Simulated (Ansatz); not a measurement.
## What each rung costs, and what it gives

Saddle point of SiH4Cl3OF, singlet (SiHCl₃ ([Cl][SiH]([Cl])[Cl]) + H₂O + HF → SiHCl₃O ([OH][Si]([Cl])([Cl])[Cl]) + HF + H₂; bonds formed: Si1–O7, H2–H8, H6–F9; bonds broken: Si1–H2, H6–O7, H8–F9), PBE0-D4/def2-TZVP structure:

```
10
angstrom
Si -0.3735 -0.7838 -0.2377
H -0.5448 0.0072 1.2218
Cl 0.0420 -1.5936 -2.1478
Cl 0.2158 -2.3832 0.8936
Cl -2.3698 -0.4177 -0.5094
H 0.7884 1.3408 0.1909
O 0.7754 0.4969 -0.5562
H -0.1432 0.9062 1.3613
F 0.4705 1.8775 1.2307
H 1.1392 0.5498 -1.4472
```

Barriers are electronic and count from the start structure reached by relaxing down the imaginary mode.

Program: Ansatz 0.2.0. Basis: as named in each row. Cores are frozen in the correlated methods. B3LYP uses VWN-RPA correlation. Extrapolation: Hartree–Fock as exp(−7.88 √X), correlation as X^−2.97.

Times are rough, for one single point on 8 threads of a shared host (Arm Neoverse V1).

The estimate by CCSD(T) at an estimated basis limit (MP2 extrapolated from triple and quadruple zeta, plus CCSD(T) − MP2 in triple zeta) is 124.0 kJ/mol.

```csv
method,basis,time (s),barrier (kJ/mol),method less estimate
HF,STO-3G,under 1,151.5,27.6
PBE-D4,STO-3G,under 1,-143.3,-267.3
SPW92,def2-SVP,under 1,-1.8,-125.7
B3LYP-D4,6-31G,under 1,92.0,-32.0
PBE-D4,def2-SVP,under 1,61.5,-62.5
PBE0-D4,def2-SVP,1,86.3,-37.7
SPW92,def2-TZVPP,1,18.6,-105.4
PBE-D4,def2-TZVPP,2,79.6,-44.4
BLYP-D4,def2-TZVPP,2,102.3,-21.6
B3LYP-D4,def2-TZVPP,3,113.2,-10.8
BHLYP-D4,def2-TZVPP,3,134.5,10.5
CAM-B3LYP-D4,def2-TZVPP,3,109.3,-14.7
PBE0-D4,def2-TZVPP,3,97.3,-26.7
r2SCAN-D4,def2-TZVPP,4,84.6,-39.4
wB97M-V,def2-SVP,4,97.2,-26.8
r2SCAN0-D4,def2-TZVPP,5,99.4,-24.5
RPA on PBE,def2-TZVPP,5,125.4,1.5
B2PLYP,def2-TZVPP,5,119.4,-4.6
CCSD(T),def2-SVP,6,139.1,15.1
PBE-QIDH,def2-TZVPP,6,109.4,-14.6
wB97X-V,def2-TZVPP,6,114.8,-9.1
B97M-V,def2-TZVPP,7,105.3,-18.6
wB97M-V,def2-TZVPP,8,113.1,-10.9
MP2,def2-QZVPP,18,114.3,-9.6
CCSD(T),def2-TZVPP,260,124.0,0.0
```

All methods are single points on the PBE0-D4 structures; a negative value means that the method puts the saddle structure below the start.

No T1 diagnostic of these runs exceeds 0.011.

Labels in which every atom is bracketed show which atoms are joined, not bond orders.
